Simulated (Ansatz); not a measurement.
Isolated molecules relaxed with PBE0-D4/def2-TZVP in Ansatz; ΔE leaves out vibrations. CCSD(T)/CBS adds triple-zeta CCSD(T) − MP2 to the extrapolated MP2 energy (def2 sets, frozen cores). This one scheme is used for every species, atoms too. Open shells (•) are unrestricted, without spin–orbit coupling. Spin–orbit coupling would lower the free atoms: a little for B, C, S, Si. One conformer a species, not always the lowest.

`S[SiH]1BCC1` → B• + 2 C• + 7 H• + S• + Si•  (atomization)

`S[SiH]1BCC1`:

```xyz
12

S     1.259    1.284    1.895
Si    1.067    0.424   -0.064
B     0.437   -1.490    0.131
C    -1.006   -0.918   -0.095
C    -0.706    0.461   -0.748
H     1.178    2.562    1.484
H     2.158    0.935   -0.943
H     0.804   -2.613    0.291
H    -1.779   -1.534   -0.565
H    -1.351   -0.753    0.944
H    -1.388    1.272   -0.492
H    -0.675    0.370   -1.838
```

| species | CCSD(T)/CBS(def2) energy (Eh) |
| --- | --- |
| `S[SiH]1BCC1` | -791.94811 |
| B• | -24.60433 |
| C• | -37.79194 |
| H• | -0.50000 |
| S• | -397.67955 |
| Si• | -288.94402 |

Work out ΔE.

ΔE = 7 × (-0.50000) + 2 × (-37.79194) + (-24.60433) + (-397.67955) + (-288.94402) − (-791.94811) = 1.63633 Eh = +1026.8 kcal/mol.

Largest T1 diagnostic among the species: 0.014.

From PBE to PBE0 (25 % exact exchange), in def2-TZVPP and without D4, ΔE moves by −8.5 kcal/mol: exact exchange takes away binding that semilocal exchange gives to molecules. In def2-TZVPP, CCSD(T) changes the Hartree–Fock value by +229.5 kcal/mol (the triples alone add +14.1 kcal/mol) and MP2 by +241.7 kcal/mol; breaking electron pairs costs correlation energy, which Hartree–Fock lacks.

For atomizations the MP2-based limit and the directly extrapolated one differ by several kJ/mol either way, and by 10 to 25 for some Ge, Se and Sn compounds, so smaller differences from it don't rank the levels.
